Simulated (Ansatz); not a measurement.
Calculation: Ansatz (a quantum-chemistry and plane-wave program) with frozen-core CCSD(T)/cc-pVTZ // B3LYP-D3(BJ)/def2-TZVP.

Ansatz 0.2 input:
```yaml
crystal:
  periodic: [false, false, false]
  atoms:
    - { symbol: O, position_ang: [-1.933409, -1.567285, -0.005453] }
    - { symbol: Si, position_ang: [-1.31316, -0.786319, 1.321672] }
    - { symbol: Si, position_ang: [0.460176, 0.496186, 0.496751] }
    - { symbol: Si, position_ang: [-0.330268, 2.000012, -1.117232] }
    - { symbol: Si, position_ang: [2.097352, -0.901374, -0.429099] }
    - { symbol: H, position_ang: [-2.68212, -2.156641, 0.115879] }
    - { symbol: H, position_ang: [-0.852101, -1.76071, 2.347201] }
    - { symbol: H, position_ang: [-2.345483, 0.066597, 1.970144] }
    - { symbol: H, position_ang: [1.049042, 1.25746, 1.633151] }
    - { symbol: H, position_ang: [0.763457, 2.888591, -1.581857] }
    - { symbol: H, position_ang: [-1.418195, 2.841574, -0.561132] }
    - { symbol: H, position_ang: [-0.856074, 1.248247, -2.281003] }
    - { symbol: H, position_ang: [3.260705, -0.10618, -0.893769] }
    - { symbol: H, position_ang: [1.529982, -1.631268, -1.587379] }
    - { symbol: H, position_ang: [2.570097, -1.888888, 0.572124] }
basis:
  gaussian: { orbitals: cc-pVTZ }
correlation:
  method: ccsd_t
```

Output:

```
Functional definition: HF
1748 factors; integrals over basis functions are off by at most 7.5e-4 eV
mean field evaluation 1: about -33643.5866 eV, gradient 3.7e1 eV
mean field evaluation 2: about -33643.9224 eV, gradient 3.8e1 eV
mean field evaluation 4: about -33647.8303 eV, gradient 4.3e0 eV
mean field evaluation 8: about -33647.9277 eV, gradient 1.7e-1 eV
mean field evaluation 16: about -33647.9280 eV, gradient 2.4e-6 eV
mean field -33647.92798547 eV, -1236.5385460814 hartree, gradient 2.4e-6 eV, S^2 0.000000; 0 other end points of the search recorded, 0 dependent functions left out
21 core orbitals not correlated
reference -33647.92798547 eV, -1236.5385460814 hartree; 16, 16 occupied and 269, 269 virtual orbitals, 1748 factors
second order -20.33331646 eV of doubles, -0.00000000 eV of singles
cycle   1  -21.78647244 eV  change    -1.5e0 eV  update   1.1e-1
cycle   2  -22.49442900 eV  change   -7.1e-1 eV  update   3.6e-2
cycle   3  -22.59115223 eV  change   -9.7e-2 eV  update   1.5e-2
cycle   4  -22.58090938 eV  change    1.0e-2 eV  update   4.3e-3
cycle   5  -22.57899343 eV  change    1.9e-3 eV  update   1.6e-3
cycle   6  -22.57855784 eV  change    4.4e-4 eV  update   4.5e-4
cycle   7  -22.57828484 eV  change    2.7e-4 eV  update   1.4e-4
cycle   8  -22.57830747 eV  change   -2.3e-5 eV  update   4.9e-5
cycle   9  -22.57832678 eV  change   -1.9e-5 eV  update   1.9e-5
perturbative correction -0.81214429 eV, -0.0298457522 hartree
Total energy: -33671.31845654 eV, -1237.3981300386 hartree
```

Cost: about 40 core-minutes (a rough figure).
